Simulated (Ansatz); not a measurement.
Computed with Ansatz on PBE0-D4/def2-TZVP structures; ΔE is electronic, products minus reactants. CBS: MP2 limit from def2 TZ/QZ plus the TZ coupled-cluster correction, frozen cores. Double bonds are as drawn, so ΔE can hold a change between cis and trans. Functionals use def2-TZVPP. B3LYP here is the variant with VWN-RPA as its local correlation; programs differ in this. Each species was taken in one conformer, which may not be the lowest.

Consider the redistribution: `B[SiH](C)OC` + `O/C=C/[SiH2][SiH3]` → `CO[SiH](C)[SiH3]` + `B[SiH2]/C=C/O`.

```json
{"level": "PBE0-D4", "ΔE (kcal/mol)": "-3.5"}
{"level": "PBE0", "ΔE (kcal/mol)": "-2.9"}
{"level": "B3LYP", "ΔE (kcal/mol)": "4.0"}
{"level": "HF/CBS(def2)", "ΔE (kcal/mol)": "17.9"}
```

Q: What does CCSD(T)/CBS give? (An estimate is asked.)

A: Ansatz gave: +1.6 kcal/mol. The listed levels differ from it by -5.1, -4.5, 2.4, 16.3 kcal/mol.

Largest T1 diagnostic among the species: 0.013.

In def2-TZVPP, CCSD(T) changes the Hartree–Fock value by −16.3 kcal/mol (the triples alone add −2.8 kcal/mol) and MP2 by −20.2 kcal/mol. The D4 term adds −1.2 kcal/mol with B3LYP and −0.6 kcal/mol with PBE0; it sums over pairs of atoms, weighted by their polarisabilities, and B3LYP, whose exchange is more repulsive, gets the larger term.

CCSD(T)/CBS has its own doubt, a few kJ/mol and more with outer-core shells, so smaller differences from it don't rank the levels.
